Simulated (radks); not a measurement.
Results of a calculation; reference values are marked as such.
Question: The bismuth ion Bi+, 82 electrons, occupied as [Xe] 4f14 5d9.5 6s2 6p2.5 (fractional occupations, a model configuration). Code: a radial shooting solver on a logarithmic mesh with Libxc functionals. Model: Dirac Kohn-Sham, PBE, spin-unpolarised, spherical densities, finite nucleus; open shells fill j = l - 1/2 first; Fermi nuclear charge, rms radius 5.5211 fm.

Spin-orbit splittings of the eigenvalues, e(l+1/2) - e(l-1/2), with zeta = 2 splitting/(2l+1) and mean radii in bohr:

shell  occ.  splitting (eV)  zeta (eV)  <r> j=l-1/2  <r> j=l+1/2
2p        6            2319       1546      0.05388      0.06293
3p        6           519.3      346.2       0.1615       0.1780
3d       10           110.1      44.05       0.1545       0.1595
4p        6           128.0      85.32       0.3777       0.4124
4d       10           23.89      9.557       0.4161       0.4271
4f       14           5.492      1.569       0.4379       0.4441
5p        6           24.76      16.51       0.8839       0.9724
5d      9.5           3.065      1.226        1.198        1.240
6p      2.5               ?          ?        2.534        2.854

Estimate the 6p splitting.

Answer: 2.413 eV (zeta = 1.608 eV).
